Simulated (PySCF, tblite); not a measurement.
Isomers of C6H7FN (doublet state). Level: GFN2-xTB in tblite, geometry and Hessian alike; calculated harmonic values, unscaled, isolated species. Errors from tens to a few hundred cm⁻¹ against measured bands are possible. One conformer each. Open shells enter through the occupations alone, without spin polarisation, and single modes of such species can be off by tens of per cent.

Electronic energies: B3LYP/pcH-1 single points on the GFN2-xTB geometries (PySCF, gas phase).

```
                     SMILES  electronic energy, lowest = 0 (kJ/mol)
         N#C[C@@H]1CCC[C]1F                                     6.4
    N#C[C@@H]1CC[CH][C@H]1F                                     0.0
[H]/N=C\[C@@H]1[C](F)C12CC2                                   261.7
```

Question: How do GFN2-xTB zero-point energies change the relative energies?

Answer: 
```json
{"SMILES": "N#C[C@@H]1CC[CH][C@H]1F", "ZPE (kJ/mol)": "299.3", "of it from modes above 1550 cm⁻¹": "139.0", "electronic (kJ/mol)": "0.0", "with ZPE, lowest = 0 (kJ/mol)": "0.0", "lowest mode (cm⁻¹)": "75", "rings": "1"}
{"SMILES": "N#C[C@@H]1CCC[C]1F", "ZPE (kJ/mol)": "303.0", "of it from modes above 1550 cm⁻¹": "138.4", "electronic (kJ/mol)": "6.4", "with ZPE, lowest = 0 (kJ/mol)": "10.2", "lowest mode (cm⁻¹)": "65", "rings": "1"}
{"SMILES": "[H]/N=C\\[C@@H]1[C](F)C12CC2", "ZPE (kJ/mol)": "298.1", "of it from modes above 1550 cm⁻¹": "149.3", "electronic (kJ/mol)": "261.7", "with ZPE, lowest = 0 (kJ/mol)": "260.5", "lowest mode (cm⁻¹)": "77", "rings": "2"}
```

The zero-point energies span 4.9 kJ/mol, from `[H]/N=C\[C@@H]1[C](F)C12CC2` to `N#C[C@@H]1CCC[C]1F`. The order is unchanged.

Question: And how do the electronic energies of GFN2-xTB itself compare?

Answer: `N#C[C@@H]1CC[CH][C@H]1F` 11.4; `N#C[C@@H]1CCC[C]1F` 0.0; `[H]/N=C\[C@@H]1[C](F)C12CC2` 197.0 kJ/mol, lowest = 0. Against the energies above, taken from the same isomer `N#C[C@@H]1CC[CH][C@H]1F`, the largest difference is 76.1 kJ/mol.

Question: What do entropy and thermal enthalpy add at 298.15 K and 1 bar (rigid rotor, harmonic oscillator, one conformer each)?

Answer: 
| SMILES | point group | symmetry number | S (J/(mol K)) | H − H(0) (kJ/mol) | ZPE + H − H(0) − TS (kJ/mol) |
| --- | --- | --- | --- | --- | --- |
| N#C[C@@H]1CC[CH][C@H]1F | C1 | 1 | 367.5 | 22.74 | 212.4 |
| N#C[C@@H]1CCC[C]1F | C1 | 1 | 372.0 | 22.85 | 215.0 |
| [H]/N=C\[C@@H]1[C](F)C12CC2 | C1 | 1 | 372.3 | 23.34 | 210.4 |

S holds R ln(2S + 1) for the spin.
